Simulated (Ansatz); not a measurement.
Ideal-gas functions of H₄S₄Ti, SMILES `[SH][Ti]([SH])([SH])[SH]` at 800 K and 1 bar, from an Ansatz frequency run at PBE0-D4/def2-TZVP.

Molar mass 180.17 g/mol, point group C2 (symmetry number 2), electronic degeneracy 1, moments of inertia 452.342, 455.618, 472.201 u Å². Harmonic wavenumbers (cm⁻¹, unscaled): 36, 87, 104, 104, 121, 132, 206, 251, 291, 352, 371, 396, 455, 476, 502, 522, 547, 2669, 2670, 2688, 2689.

Use S(trans) = R[1.5 ln M + 2.5 ln T − 1.1517]; rotational temperatures θ = 24.2544 K / I; S(rot) = R[ln(√π/σ · √(T³/θAθBθC)) + 1.5]; for each mode x = 1.438777 ν̃/T, S = R[x/(eˣ − 1) − ln(1 − e⁻ˣ)] and H = RT x/(eˣ − 1); 1 cm⁻¹ = 0.0119627 kJ/mol; R = 8.31446 J/(mol·K).

Problem. By hand: the entropy, in J/(mol·K).

Solution. Translation 194.1. Rotation: θ = 0.0536, 0.0532, 0.0514 K, giving 131.5. Vibration, mode by mode: 31.08, 23.75, 22.27, 22.27, 21.01, 20.29, 16.62, 15.00, 13.79, 12.25, 11.83, 11.31, 10.21, 9.86, 9.44, 9.14, 8.78, 0.40, 0.40, 0.39, 0.39, in all 270.5. Electronic 0.0. Sum 596.1 J/(mol·K).

Problem. By hand: H − E and G − E in kJ/mol, counted from the electronic energy.

Solution. Zero-point energy ½ × 15669 × 0.0119627 = 93.7; thermal vibration 87.9; translation, rotation and pV give 4 RT = 26.6. H − E = 208.2 kJ/mol, and G − E = 208.2 − 800 × 596.1/1000 = -268.7 kJ/mol.

Vibration gives 45 % of the entropy, 140.7 J/(mol·K) of it from the modes under 150 cm⁻¹: soft modes count most, and the harmonic formula is weakest for them. The sum counts one conformer and one mirror image; others add a mixing term.
